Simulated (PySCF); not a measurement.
## Diatomics of C with the alkali metals

PBE with double-zeta basis sets in PySCF, for the lowest determinant that a PBE0 search found; no spin–orbit coupling. De refers to high-spin ground-configuration atoms. A positive dipole means M(−)C(+).

```
 M          basis  state (unpaired electrons)  Re (Å)  ωe (cm⁻¹)  De (eV)  μ (D)
Li  jorge-DZP-DKH         quartet (σ ↑, π ↑↑)   1.935        643     2.64  -5.89
Na        cc-pVDZ         quartet (σ ↑, π ↑↑)   2.255        409     2.08  -6.49
 K       def2-SVP         quartet (σ ↑, π ↑↑)   2.567        349     2.18  -7.77
Rb      def2-SVPD         quartet (σ ↑, π ↑↑)   2.724        306     2.21  -8.37
Cs      def2-SVPD         quartet (σ ↑, π ↑↑)   2.837        295     2.35  -8.23
```

The shortest bond is that of LiC (1.935 Å), the longest that of CsC (2.837 Å).

The rows differ in basis set, which adds steps of its own.

Down a group the atoms grow and get heavier, so bonds lengthen and wavenumbers fall; this series shows no clear exception.

These are scalar-relativistic numbers at best; spin–orbit coupling would shift them, the dissociation energy most. States were picked by a PBE0 search and need not be the measured ground states.
